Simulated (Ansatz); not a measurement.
Basis-set extrapolation for `CSC1[SiH2][SiH2]1` (PBE0-D4/def2-TZVP geometry, frozen core, Ansatz). Multiplicity 1, RHF reference.

```json
{"": "HF", "def2-TZVPP": "-1055.794727", "def2-QZVPP": "-1055.827501"}
{"": "MP2 correlation", "def2-TZVPP": "-0.770532", "def2-QZVPP": "-0.826500"}
{"": "CCSD(T) correlation", "def2-TZVPP": "-0.874536", "def2-QZVPP": "not run"}
```

Energies in hartree. Use E(X) = E(∞) + A·exp(−7.88·√X) for Hartree–Fock and E(X) = E(∞) + B·X^(−2.97) for correlation, with X = 3 and 4, and add CCSD(T) minus MP2 of the smaller set to the MP2 limit.

Question: What is the CCSD(T) energy at the basis-set limit?

Answer: HF limit: -1055.827501 + (-0.032774) × 0.13774 = -1055.83202. MP2 limit: -0.826500 + (-0.055968) × 0.74074 = -0.86796. Higher-order term: -0.874536 − (-0.770532) = -0.10400. Total: -1056.80398 hartree, 353.7 kJ/mol below CCSD(T)/def2-TZVPP.
